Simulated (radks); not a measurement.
The numbers below are computed, except where a source is named.
Question: Neutral bismuth, [Hg] 6p3. Code: a radial shooting solver on a logarithmic mesh with Libxc functionals. Model: non-relativistic Kohn-Sham, r2SCAN, spin-polarised, spherical densities, point nucleus; meta-GGA in the generalised Kohn-Sham scheme. Every spin shell is full or empty, so the densities are truly spherical. Functionals are evaluated on that one density, not self-consistently. Rank these orbital-free kinetic functionals by their error against the exact value of the orbitals, and give that value: Thomas-Fermi, von Weizsacker, TF + vW, TF + vW/9, LC94, APBEK, revAPBEK, Thakkar, Pearson, LKT, DePristo-Kress.

Answer: Exact: 20095.4 hartree. From best to worst, with 100 (|E| - |E exact|)/|E exact| (equal figures are ties): LC94 +0.04, APBEK +0.06, DePristo-Kress -0.18, revAPBEK +0.20, TF + vW/9 -0.66, Thakkar -0.77, Pearson -0.81, Thomas-Fermi -4.55, LKT +15.71, TF + vW +30.43, von Weizsacker -65.02.
